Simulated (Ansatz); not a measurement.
Two isomers of C2H4F2OSi: A = `C=C(F)[SiH](O)F`, B = `O=CC(F)(F)[SiH3]`.

Gas-phase electronic energies from Ansatz, PBE0-D4/def2-TZVP geometries. CCSD(T)/CBS is the MP2 limit (def2-TZVPP, def2-QZVPP) plus CCSD(T) − MP2 in def2-TZVPP, frozen cores. Functionals use def2-TZVPP. B3LYP here is the variant with VWN-RPA as its local correlation; programs differ in this. Each species was taken in one conformer, which may not be the lowest.

Task: Which isomer does CCSD(T)/CBS put lower? Give the gap. (Estimate.)

Result: The calculation gave: A, by 382.3 kJ/mol.

Task: Give E(B) − E(A) in kJ/mol with CCSD/def2-TZVPP, PBE-D4, B3LYP, CCSD(T)/def2-TZVPP, HF/def2-TZVPP, B3LYP-D4, PBE0-D4. (An estimate is asked.)

Result: The calculation gave: CCSD/def2-TZVPP 373.4, PBE-D4 341.5, B3LYP 363.5, CCSD(T)/def2-TZVPP 370.2, HF/def2-TZVPP 373.2, B3LYP-D4 364.0, PBE0-D4 355.9. None reverses the order clearly.

Largest T1 diagnostic: 0.014.

From PBE to PBE0 (25 % exact exchange), in def2-TZVPP and without D4, E(B) − E(A) moves by +14.4 kJ/mol.
